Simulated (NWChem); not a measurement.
Everything below was run with NWChem. System: 1,1-difluoroethane (C$_{2}$H$_{4}$F$_{2}$), charge 0, spin multiplicity 1, at a geometry optimised with PBE0/def2-SVP. Level: G0W0@PBE/def2-SVP, RI basis def2-svp-rifit.

NWChem printed:

```
             Northwest Computational Chemistry Package (NWChem) 7.3.0
             --------------------------------------------------------

                                NWChem Input Module
                                -------------------

 Scaling coordinates for geometry "geometry" by  1.889725989
 (inverse scale =  0.529177249)

 Turning off AUTOSYM since
 SYMMETRY directive was detected!

                             Geometry "geometry" -> ""
                             -------------------------

 Output coordinates in angstroms (scale by  1.889725989 to convert to a.u.)

  No.       Tag          Charge          X              Y              Z
 ---- ---------------- ---------- -------------- -------------- --------------
    1 C                    6.0000    -0.27978000     1.33820300     0.00000000
    2 C                    6.0000    -0.31896500    -0.16160100     0.00000000
    3 F                    9.0000     0.31850300    -0.64563200    -1.09221500
    4 F                    9.0000     0.31850300    -0.64563200     1.09221500
    5 H                    1.0000     0.76791300     1.67121300     0.00000000
    6 H                    1.0000    -0.78168600     1.73153100    -0.89447600
    7 H                    1.0000    -0.78168600     1.73153100     0.89447600
    8 H                    1.0000    -1.34513000    -0.57250300     0.00000000

 Effective nuclear repulsion energy (a.u.)     132.8145412840

            Nuclear Dipole moment (a.u.)
            ----------------------------
        X                 Y               Z
 ---------------- ---------------- ----------------
    -0.0000094486     0.0000151178     0.0000000000

      Symmetry information
      --------------------

 Group name             Cs
 Group number              2
 Group order               2
 No. of unique centers     6

      Symmetry unique atoms

     1    2    3    5    6    8


 Summary of "ao basis" -> "" (spherical)
 ------------------------------------------------------------------------------
       Tag                 Description            Shells   Functions and Types
 ---------------- ------------------------------  ------  ---------------------
 *                          def2-svp                  on all atoms

 new library libraries.bse/

 Summary of "ri basis" -> "" (spherical)
 ------------------------------------------------------------------------------
       Tag                 Description            Shells   Functions and Types
 ---------------- ------------------------------  ------  ---------------------
 *                       def2-svp-rifit               on all atoms

  pbe96 is a nonlocal functional; adding pw91lda local functional.

                                 NWChem DFT Module
                                 -----------------

 Summary of "ao basis" -> "ao basis" (spherical)
 ------------------------------------------------------------------------------
       Tag                 Description            Shells   Functions and Types
 ---------------- ------------------------------  ------  ---------------------
 C                          def2-svp                 6       14   3s2p1d
 F                          def2-svp                 6       14   3s2p1d
 H                          def2-svp                 3        5   2s1p

 Summary of "ao basis" -> "ao basis" (spherical)
 ------------------------------------------------------------------------------
       Tag                 Description            Shells   Functions and Types
 ---------------- ------------------------------  ------  ---------------------
 C                          def2-svp                 6       14   3s2p1d
 F                          def2-svp                 6       14   3s2p1d
 H                          def2-svp                 3        5   2s1p

      Symmetry analysis of basis
      --------------------------

        a'         47
        a"         29

            General Information
            -------------------
          SCF calculation type: DFT
          Wavefunction type:  closed shell.
          No. of atoms     :     8
          No. of electrons :    34
           Alpha electrons :    17
            Beta electrons :    17
[...]
  ----- ------------  ---------------      ----- ------------  ---------------
    32      0.298043  3 F  px                46      0.298043  4 F  px
    33     -0.247760  3 F  py                47     -0.247760  4 F  py
    35     -0.201354  3 F  px                49     -0.201354  4 F  px
    72     -0.179064  8 H  s                  4     -0.172018  1 C  px
    36      0.171272  3 F  py                50      0.171272  4 F  py

 Vector   16  Occ=2.000000D+00  E=-3.201568D-01  Symmetry=a"
              MO Center=  2.0D-01, -3.5D-01,  3.7D-15, r^2= 2.2D+00
   Bfn.  Coefficient  Atom+Function         Bfn.  Coefficient  Atom+Function
  ----- ------------  ---------------      ----- ------------  ---------------
    34      0.333694  3 F  pz                48      0.333694  4 F  pz
    33     -0.276111  3 F  py                47      0.276111  4 F  py
    37     -0.225333  3 F  pz                51     -0.225333  4 F  pz
    36      0.184364  3 F  py                50     -0.184364  4 F  py
     6      0.167757  1 C  pz                32      0.168491  3 F  px

 Vector   17  Occ=2.000000D+00  E=-2.769599D-01  Symmetry=a'
              MO Center= -1.3D-01, -2.2D-01, -2.8D-15, r^2= 2.1D+00
   Bfn.  Coefficient  Atom+Function         Bfn.  Coefficient  Atom+Function
  ----- ------------  ---------------      ----- ------------  ---------------
    33      0.295863  3 F  py                47      0.295863  4 F  py
    72     -0.289239  8 H  s                  5     -0.270539  1 C  py
     3      0.263853  1 C  s                 19      0.242947  2 C  py
    32      0.227472  3 F  px                46      0.227472  4 F  px
    36     -0.201410  3 F  py                50     -0.201410  4 F  py

 Vector   18  Occ=0.000000D+00  E= 4.639280D-02  Symmetry=a'
              MO Center= -1.0D+00,  1.0D+00,  3.0D-15, r^2= 4.8D+00
   Bfn.  Coefficient  Atom+Function         Bfn.  Coefficient  Atom+Function
  ----- ------------  ---------------      ----- ------------  ---------------
     3      1.926340  1 C  s                 73     -1.105877  8 H  s
    63     -1.096363  6 H  s                 68     -1.096363  7 H  s
    58     -0.562692  5 H  s                 17      0.556065  2 C  s
    21     -0.525542  2 C  px                 8      0.426994  1 C  py
    18     -0.235643  2 C  px                 5      0.171221  1 C  py

 Vector   19  Occ=0.000000D+00  E= 7.117148D-02  Symmetry=a'
              MO Center= -6.4D-02,  7.8D-01, -6.2D-16, r^2= 5.5D+00
   Bfn.  Coefficient  Atom+Function         Bfn.  Coefficient  Atom+Function
  ----- ------------  ---------------      ----- ------------  ---------------
     3      2.107389  1 C  s                 58     -1.567258  5 H  s
    73      1.288996  8 H  s                 17     -1.280225  2 C  s
    21      0.565062  2 C  px                 7      0.445963  1 C  px
    63     -0.397330  6 H  s                 68     -0.397330  7 H  s
    18      0.286500  2 C  px                22     -0.246313  2 C  py

 Vector   20  Occ=0.000000D+00  E= 8.385772D-02  Symmetry=a"
              MO Center= -6.2D-01,  1.1D+00, -6.1D-15, r^2= 3.6D+00
   Bfn.  Coefficient  Atom+Function         Bfn.  Coefficient  Atom+Function
  ----- ------------  ---------------      ----- ------------  ---------------
    63      1.168430  6 H  s                 68     -1.168430  7 H  s
     9      0.764201  1 C  pz                23      0.515346  2 C  pz
    20      0.385920  2 C  pz                 6      0.292261  1 C  pz
    31      0.285304  3 F  s                 45     -0.285304  4 F  s
    62      0.174568  6 H  s                 67     -0.174568  7 H  s

 center of mass
 --------------
 x =   0.07898600 y =  -0.16643284 z =   0.00000000

 moments of inertia (a.u.)
 ------------------
         333.030609918502          43.222121970394           0.000000000000
          43.222121970394         201.726595310463           0.000000000000
           0.000000000000           0.000000000000         199.503147566688

     Multipole analysis of the density
     ---------------------------------

     L   x y z        total         alpha         beta         nuclear
     -   - - -        -----         -----         ----         -------
     0   0 0 0     -0.000000    -17.000000    -17.000000     34.000000

     1   1 0 0     -0.500994     -0.250492     -0.250492     -0.000009
     1   0 1 0      0.533117      0.266551      0.266551      0.000015
     1   0 0 1      0.000000      0.000000      0.000000      0.000000

     2   2 0 0    -16.239879    -19.774499    -19.774499     23.309119
     2   1 1 0      0.436868     11.453319     11.453319    -22.469770
     2   1 0 1     -0.000000     -0.000000     -0.000000      0.000000
     2   0 2 0    -16.691762    -57.486684    -57.486684     98.281607
     2   0 1 1      0.000000      0.000000      0.000000      0.000000
     2   0 0 2    -18.314775    -50.354934    -50.354934     82.395094

 Task  times  cpu:        1.9s     wall:        1.9s

                                NWChem Input Module
                                -------------------

                                 NWChem GW Module
                                 ----------------

                             ***********************
                             ***        GW       ***
                             ***********************

 Summary of "ri basis" -> "ri basis" (spherical)
 ------------------------------------------------------------------------------
       Tag                 Description            Shells   Functions and Types
 ---------------- ------------------------------  ------  ---------------------
 C                       def2-svp-rifit             16       48   6s5p4d1f
 F                       def2-svp-rifit             16       48   6s5p4d1f
 H                       def2-svp-rifit              6       14   3s2p1d

                 Memory Information
                 ------------------
          Available GA per process is          1700.0 MBs
          Available stack per process is        700.0 MBs
          Available heap per process is           0.0 MBs

          Peak memory in Initialization
              Peak GA per process is                  3.2 MBs
              Peak stack per process is               0.1 MBs
              Peak heap per process is                3.4 MBs
              Memory not in MA per process            0.0 MBs

          Peak memory in AFF Calculation
              Peak GA per process is                 12.2 MBs
              Peak stack per process is               7.7 MBs
              Peak heap per process is                0.0 MBs
              Memory not in MA per process            7.7 MBs

          Computing 2-center integrals
          Computing Inverse Cholesky factor
          Computing 3-center integrals
          Computing V_xc ...

          Computing Sigma_x
          Computing RPA polarizability
          Solving quasiparticle equations

                  Alpha Orbitals
          State     Energy (eV)     Error (eV)
          -----------------------------------
@GW        14        -13.527           0.003
@GW        15        -13.230           0.003
@GW        16        -12.940           0.003
@GW        17        -11.540           0.003
@GW        18          4.355           0.002
@GW        19          5.164           0.002

   Applying  -4.0040 eV scissor-shift to rest of particle states

   Applying   3.0926 eV scissor-shift to rest of hole states

     GW Timing Statistics
   ------------------------
   Init.   :          0.0s
     ERIs  :          0.2s
     Distr.:          0.0s
     Vxc   :          0.1s
   Sigma_x :          0.0s
   RPA     :          0.2s
   Wmn     :          0.0s
   Sigma_c :          0.0s
   GW total:          0.6s

 Task  times  cpu:        0.6s     wall:        0.6s

 Total times  cpu:        2.5s     wall:        2.5s
```

Q: Write an NWChem input that would produce this output.

A: One answer among several that fit: 
```
start mol
memory heap 200 mb stack 700 mb global 1700 mb
geometry units angstroms nocenter noautoz
  C     -0.279780     1.338203     0.000000
  C     -0.318965    -0.161601     0.000000
  F      0.318503    -0.645632    -1.092215
  F      0.318503    -0.645632     1.092215
  H      0.767913     1.671213     0.000000
  H     -0.781686     1.731531    -0.894476
  H     -0.781686     1.731531     0.894476
  H     -1.345130    -0.572503     0.000000
  symmetry group Cs
end
basis spherical
  * library def2-svp
end
basis "ri basis" bse spherical
  * library def2-svp-rifit
end
dft
  xc xpbe96 cpbe96
  iterations 100
  direct
  tolerances tight
end
task dft energy
gw
  states alpha occ 4 vir 2
end
task dft gw
```
